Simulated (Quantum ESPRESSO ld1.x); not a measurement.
The numbers below are computed, except where a source is named.
Problem. Pd2+, 44 electrons, occupied as [Kr] 4d8 (the NIST ground configuration). Level of theory: scalar-relativistic Kohn-Sham, relativistic LDA (MacDonald-Vosko exchange, VWN5 correlation), spin-unpolarised, spherical densities, point nucleus (ld1.x of Quantum ESPRESSO 7.5). Some entries of the table are withheld. Estimate them.

orbital  occ.  eigenvalue (hartree)  <r^2> (bohr^2)  <1/r> (bohr^-1)
1s          2              -884.109        0.001381              (1)
2s          2              -130.057         0.02269            10.91
2p          6              -116.902         0.01783            10.56
3s          2                   (2)          0.1658            3.815
3p          6              -19.8618          0.1674            3.638
3d         10              -12.9135          0.1530            3.416
4s          2                   (3)           1.008            1.464
4p          6              -2.79778           1.224            1.314
4d          8              -1.01411           2.263           0.9747

Solution. 
(1) 1s <1/r> (bohr^-1): 48.06
(2) 3s eigenvalue (hartree): -24.2052
(3) 4s eigenvalue (hartree): -4.05182
